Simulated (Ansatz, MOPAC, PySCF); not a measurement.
Noncovalent pair: H2S (SMILES S) (first 3 atoms) with CHN (SMILES C#N); geometry from B3LYP-D3(BJ)/def2-TZVP, rigid monomers moved along the line of their centres of mass till H2···N5 is 2.73 Å.
(charge 0, multiplicity 1):
```xyz
6

S      0.219     0.023    -0.802
H      0.311    -0.050     0.537
H     -0.011    -1.294    -0.923
C      0.605    -0.121     4.402
N      0.504    -0.175     3.262
H      0.699    -0.070     5.463
```

Counterpoise-corrected where a basis set is named; no monomer relaxation. Rows marked so take none.

Correlated levels freeze the cores. CBS: X⁻³ extrapolation of the correlation energy, Hartree–Fock from the larger set. Rows in 6-31G* carry no dispersion term and start afresh at each structure (6-31G* with six Cartesian d functions). MP2/6-31G* freezes PySCF's default core. The state that AM1 reach isn't checked.

Run with Ansatz (Gaussian basis) for Hartree–Fock, density functionals and correlated methods; MOPAC for AM1 (differences of heats of formation); PySCF for 6-31G* rows, the dispersion terms. Each number belongs to the level named beside it.

```json
[
 {"level": "AM1", "interaction energy (kcal/mol)": "-1.08"},
 {"level": "BP86/6-31G* (no counterpoise)", "interaction energy (kcal/mol)": "-1.73"},
 {"level": "r2SCAN-D3(BJ)/def2-TZVPPD", "interaction energy (kcal/mol)": "-1.78"},
 {"level": "B3LYP/6-31G* (no counterpoise)", "interaction energy (kcal/mol)": "-1.97"},
 {"level": "B3LYP/def2-TZVPPD", "interaction energy (kcal/mol)": "-1.36"},
 {"level": "MP2/6-31G*", "interaction energy (kcal/mol)": "___"},
 {"level": "MP2/CBS(aug-cc-pV(D+d)Z, aug-cc-pV(T+d)Z)", "interaction energy (kcal/mol)": "___"},
 {"level": "SCS-MP2/aug-cc-pV(D+d)Z", "interaction energy (kcal/mol)": "-1.81"},
 {"level": "CCSD(T)/CBS(aug-cc-pV(D+d)Z, aug-cc-pV(T+d)Z)", "interaction energy (kcal/mol)": "-1.96"}
]
```

Q: Fill in the missing entries.

A: 
- MP2/6-31G*, interaction energy (kcal/mol): -1.91
- MP2/CBS(aug-cc-pV(D+d)Z, aug-cc-pV(T+d)Z), interaction energy (kcal/mol): -2.11

Ansatz is an electronic-structure program.
